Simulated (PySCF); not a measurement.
H3IOSiZn. Atoms are numbered in the order given.

```xyz
7

Zn     0.1977     0.5285     0.0000
I     -0.0823    -1.8557     0.0000
O      0.5061     2.2609     0.0000
Si    -0.2859     3.7055     0.0000
H     -1.1619     3.8588     1.2075
H      0.7081     4.8194     0.0000
H     -1.1619     3.8588    -1.2075
```

The structure is a stationary point at r2SCAN-D4/def2-SVP. The structure was generated by enumeration; whether it is a known compound was not checked. The def2 effective core potentials stand for the cores of I; spin–orbit coupling is left out. Other conformers were not sampled.

Method: PySCF with M06-2X/def2-TZVP.

The molecule is in vacuum.

```yaml
total_energy: -2443.63464 hartree
point_group: Cs
highest_occupied_level: -9.15 eV
lowest_empty_level: -1.01 eV
orbital_gap: 8.14 eV
dipole_moment: 0.51 D
quadrupole, principal values (traceless, Buckingham form, about the centre of nuclear charge): -7.50, 3.47, 4.03 D·Å
mean_static_polarisability: 79.9 bohr³ (11.84 Å³)
polarisability_principal_values: 65.0, 65.1, 109.5 bohr³
```
